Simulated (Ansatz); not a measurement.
A structure relaxed at PBE0-D4/def2-TZVP, charge 0, multiplicity 1:

```csv
atom,x (Å),y (Å),z (Å)
C1,0.729,-0.309,-0.728
Sn2,-0.858,0.269,0.552
Te3,1.748,0.169,1.173
H4,1.010,0.368,-1.526
H5,0.815,-1.358,-0.987
H6,-1.876,-0.931,1.183
H7,-1.568,1.792,0.333
```

Give its formula and SMILES.

CH4SnTe, `[CH2]1[SnH2][Te]1`.

Point group (tolerance 0.08 Å, 0.16 Å for H)?

Cs.

Summarise the bond lengths by kind.

1 × C–Sn 2.119 Å; 1 × C–Te 2.209 Å; 2 × C–H 1.084 Å; 1 × Sn–Te 2.681 Å; 2 × H–Sn 1.695 Å.

Program: Ansatz 0.2.0.
